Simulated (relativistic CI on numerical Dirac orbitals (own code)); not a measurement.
Pt XLII: q coefficients and field-shift factors

Method of calculation: Dirac-Coulomb-Breit CI, orbitals from a KLI potential per configuration, derivatives by finite differences, unscaled Slater integrals, QED left out (own radial code, finite nucleus).

CI space (outside the closed core [Ar] 3d10): 4s²4p⁶4d, 4s²4p⁶4f, 4s²4p⁵4d², 4s4p⁶4d², 4s²4p⁵4d4f, 4s4p⁶4d4f. Double excitations out of closed p, d and f shells are left out; levels of such configurations are missing from the list, as are those of other unlisted configurations, and high levels can miss mixing partners.

With x = (α/α₀)² − 1 an excitation energy changes as ω = ω₀ + qx; K = 2q/ω₀ is the relative enhancement. Terms are leading LS components, so labels can repeat. The field-shift factor is F = δν/δ⟨r²⟩ for the transition from the lowest level.

Lowest level 4s²4p⁶4d ²D3/2.

| Level | ω₀ (cm⁻¹) | q (cm⁻¹) | K | F (GHz/fm²) |
| --- | --- | --- | --- | --- |
| 4s²4p⁶4d ²D5/2 | 204765 | 208600 | 2.04 | 6.86 |
| 4s²4p⁵4d² ⁴D°3/2 | 1349292 | 67340 | 0.0998 | 14 |
| 4s²4p⁵4d² ⁴D°1/2 | 1352921 | 82570 | 0.122 | 14.9 |
| 4s²4p⁵4d² ⁴F°5/2 | 1379717 | 71200 | 0.103 | 13.8 |
| 4s²4p⁵4d² ²G°7/2 | 1394421 | 65210 | 0.0935 | 12.3 |
| 4s²4p⁵4d² ²P°3/2 | 1462583 | 81650 | 0.112 | 14.1 |
| 4s²4p⁵4d² ⁴D°5/2 | 1529562 | 269700 | 0.353 | 19.9 |
| 4s²4p⁵4d² ⁴G°9/2 | 1556122 | 270700 | 0.348 | 18.3 |
| 4s²4p⁵4d² ⁴D°7/2 | 1560163 | 276500 | 0.355 | 19.7 |
| 4s²4p⁵4d² ⁴D°3/2 | 1579235 | 276900 | 0.351 | 20.7 |
| 4s²4p⁵4d² ⁴P°5/2 | 1583620 | 275800 | 0.348 | 20.5 |
| 4s²4p⁵4d² ²H°11/2 | 1593962 | 276300 | 0.347 | 18.5 |
| 4s²4p⁵4d² ²G°7/2 | 1602507 | 270400 | 0.338 | 20.5 |

At this charge energies of transitions that change n are usually good to better than 1 %, and those within a shell (Δn = 0) to a few per cent.
